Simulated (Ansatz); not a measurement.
`[K][Br]` + CH₃SH → `C[S][K]` + HBr at 400 K and 1 bar (ligand exchange at a K–Br bond).

Gas-phase electronic energies from Ansatz, PBE0-D4/def2-TZVP geometries. CBS: MP2 limit from def2 TZ/QZ plus the TZ coupled-cluster correction, frozen cores. This one scheme is used for every species. For Br, K outer-core shells are correlated without core-valence functions, which leaves a few kJ/mol of doubt a bond. Scalar relativity is left out up to krypton.

```json
{"species": "`[K][Br]`", "CCSD(T)/CBS energy (Eh)": "-3172.84244", "H − E (kJ/mol)": "15.1", "S (J/(mol·K))": "261.4"}
{"species": "CH₃SH", "CCSD(T)/CBS energy (Eh)": "-438.22835", "H − E (kJ/mol)": "138.7", "S (J/(mol·K))": "269.4"}
{"species": "`C[S][K]`", "CCSD(T)/CBS energy (Eh)": "-1037.10009", "H − E (kJ/mol)": "121.7", "S (J/(mol·K))": "349.0"}
{"species": "HBr", "CCSD(T)/CBS energy (Eh)": "-2573.91920", "H − E (kJ/mol)": "27.6", "S (J/(mol·K))": "207.2"}
```

H − E and S are ideal-gas, rigid-rotor, harmonic terms from PBE0-D4/def2-TZVP. 1 Eh = 2625.50 kJ/mol, R = 8.31446 J/(mol·K).

**Question.** By hand: ΔE, ΔH, ΔS and ΔG.

**Answer.** ΔE = (-1037.10009) + (-2573.91920) − (-3172.84244) − (-438.22835) = 0.05150 Eh = 135.2 kJ/mol. Δ(H − E) = 121.7 + 27.6 − 15.1 − 138.7 = -4.5, so ΔH = 130.7 kJ/mol. ΔS = 349.0 + 207.2 − 261.4 − 269.4 = 25.4 J/(mol·K). ΔG = 130.7 − 400 × (25.4)/1000 = 120.5 kJ/mol.

**Question.** By hand: the equilibrium constant, and the temperature at which ΔG would vanish if ΔH and ΔS stayed fixed.

**Answer.** log₁₀ K = −ΔG/(RT ln 10) = -15.7. ΔG = 0 at ΔH/ΔS = 5146 K, far beyond where these terms or the molecules hold.

ΔH outweighs TΔS. A doubt of 5 kJ/mol in ΔE shifts log₁₀ K by 0.7 here. Modes under 60 cm⁻¹, often nearly free rotors, make the harmonic entropy too high. These are equilibria of isolated gas molecules and say nothing of rates. Largest T1 diagnostic: 0.009 (customary marks: 0.02 for closed shells, 0.045 for open ones).
